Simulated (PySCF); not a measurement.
## Two-component Hartree-Fock for Cu (copper, neutral)

Start: [Ar] 3d10 4p1; 4p3/2 filled at m_j = +3/2. Calculated with PySCF 2.14 in x2c-SVPall-2c with one added diffuse shell each of s, d type (6s5p4d1f, 48 functions): generalised Hartree-Fock with the X2C-1e Hamiltonian and a Gaussian nucleus; one run each with spin-orbit coupling (SO) switched off, then screened by Boettger's factors. This is a chosen level, not necessarily the ground level.

```tsv
spinor shell	electrons	ε, spin-free (eV)	ε, screened SO (eV)	weight of nominal j (screened SO)	rms radius, screened SO (bohr)
1s1/2	2	-9044.5	-9044.4	1.000	0.0602
2s1/2	2	-1132.9	-1132.9	1.000	0.254
2p1/2	2	-973.96	-988.08	1.000	0.226
2p3/2	4	-973.96	-967.08	1.000	0.229
3s1/2	2	-139.81	-139.82	1.000	0.767
3p1/2	2	-91.119	-93.008	0.998	0.815
3d3/2	4	-12.542	-12.817	0.903	1.15
3d5/2	6	-12.542	-12.370	0.934	1.20
4p3/2	1	-0.826	-0.790	1.000	2.90
```

**Question.** Where does 3p3/2 lie, and what is the 3p spin-orbit splitting (screened SO)?

**Answer.** At -90.209 eV, 2.798 eV above 3p1/2.

| quantity | spin-free | screened SO |
| --- | --- | --- |
| E (hartree) | -1652.63432 | -1652.66299 |
| M_J | 3/2 | 3/2 |
| ⟨J²⟩ | 3.914 | 3.936 |
| ⟨L²⟩ | 2.123 | 2.128 |
| ⟨S²⟩ | 0.791 | 0.794 |

Each row is a mean over spinors that exchange with the open shell spreads, by up to 0.395 eV (3d5/2).

⟨J²⟩ departs a little from M_J(M_J + 1) because the unrestricted spinors polarise the closed shells.

Without spin-orbit coupling the j labels of p, d and f shells carry no meaning; the spin-free column gives the mean over the occupied spinors of each nl shell, and its ⟨J²⟩ belongs to a mixture of degenerate components.
